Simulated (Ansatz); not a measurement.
Species: ethynyl(dimethyl)borane, C$_{4}$H$_{7}$B, charge 0, multiplicity 1. 
Geometry from a B3LYP-D3(BJ)/def2-TZVP (Ansatz, a first-principles code) optimisation:
SMILES: C#CB(C)C
```xyz
12

C      2.1383    -0.9330     0.0504
C      1.0313    -0.4500     0.0243
B     -0.3651     0.1593    -0.0086
C     -0.5286     1.7107     0.1406
C     -1.6070    -0.7789    -0.1910
H      3.1128    -1.3581     0.0734
H      0.2631     2.1906     0.7170
H     -1.5036     2.0041     0.5356
H     -0.4691     2.1309    -0.8740
H     -1.3980    -1.6954    -0.7438
H     -1.9147    -1.0909     0.8178
H     -2.4687    -0.2710    -0.6292
```
Charge 0, spin multiplicity 1.

Quantity: vertical ionisation energy (to the doublet state of charge +1; each state is the SCF solution reached for its spin), in eV. Valence correlation only, unless marked. UHF or UKS for open shells. Spin-orbit coupling is left out. No relativistic terms. CBS marks a two-point X^-3 extrapolation of the correlation energy; Hartree-Fock from the larger set. [CCSD(T)-MP2]/basis is that difference in the basis named.

RI-MP2/CBS(aug-cc-pVTZ,aug-cc-pVQZ)+[CCSD(T)-MP2]/aug-cc-pVTZ (Ansatz) gives 10.40 eV.

Another calculation gave 10.11 eV. Which level was it?
A. SVWN5/def2-TZVPD (Ansatz)
B. r2SCAN/def2-TZVPD (Ansatz)
C. B2PLYP/def2-TZVPD (Ansatz)

C, B2PLYP/def2-TZVPD (Ansatz). The others give 9.68 (r2SCAN), 9.82 (SVWN5) eV.
